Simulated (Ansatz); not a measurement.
**One elementary step**

Start structure (SiH₇O₂F, singlet), relaxed at PBE0-D4/def2-TZVP:

```xyz
11
angstrom
Si -0.7442 0.2651 -1.6173
F -0.8739 -0.9168 -0.5187
H 0.6372 0.3297 -2.1363
H -1.6439 -0.1737 -2.7175
H -1.2406 1.5367 -1.0598
H 0.9005 0.4046 1.1888
O 0.9676 1.1082 0.5192
H -0.1483 -1.4009 1.2540
O 0.4130 -1.1782 2.0070
H 1.9012 1.1771 0.3107
H -0.1686 -1.1518 2.7698
```

The step: SiH₃F ([F][SiH3]) + H₂O + H₂O → SiH₄O ([OH][SiH3]) + H₂O + HF; bonds formed: Si1–O7, F2–H8, H6–O9; bonds broken: Si1–F2, H6–O7, H8–O9. Program: Ansatz 0.2.0. Basis: def2-TZVPP and def2-QZVPP. Cores are frozen in the correlated methods. Extrapolation: Hartree–Fock as exp(−7.88 √X), correlation as X^−2.97. Energies below are by CCSD(T) at an estimated basis limit (MP2 extrapolated from triple and quadruple zeta, plus CCSD(T) − MP2 in triple zeta).

(1) What are the electronic barrier and the energy of the step, from the start structure to the end structure? (Judge from chemistry; the value comes from the calculation.)

The T1 diagnostic stays at or below 0.011.

Answers

(1) The calculation gives: Barrier 94.9 kJ/mol; step energy 24.1 kJ/mol (uphill); reverse barrier, their difference, 70.8 kJ/mol. Barrier and step energy count from the start structure, the reverse barrier from the end structure.

The saddle point: One imaginary mode of 648i cm⁻¹.
```csv
pair,start (Å),saddle (Å),end (Å)
Si1–O7,2.86,1.77,1.67
F2–H8,1.98,1.30,0.95
H6–O9,1.85,1.14,0.98
Si1–F2,1.62,1.90,3.34
H6–O7,0.97,1.26,1.80
H8–O9,0.97,1.08,1.60
```

Zero-point energy (harmonic, PBE0-D4): ZPE is 201.7 kJ/mol at the start and 197.6 kJ/mol at the saddle, so the barrier goes from 94.9 to 90.7 kJ/mol.

The step is the kind of ligand exchange by which a precursor binds to a hydroxyl group, or is hydrolysed, in atomic layer deposition of oxides.

Labels in which every atom is bracketed show which atoms are joined, not bond orders.

For scale, one of the runs: CCSD(T)/def2-TZVPP, 233 basis functions, launched by `ansatz run in.yaml --threads 4 --pin off --events-out ev --progress --plain --max-ram 9574MiB`. Hardware: 4 CPU threads of an Intel Xeon, shared host. Wall time 2.4 min; peak host memory 4.3 GiB.
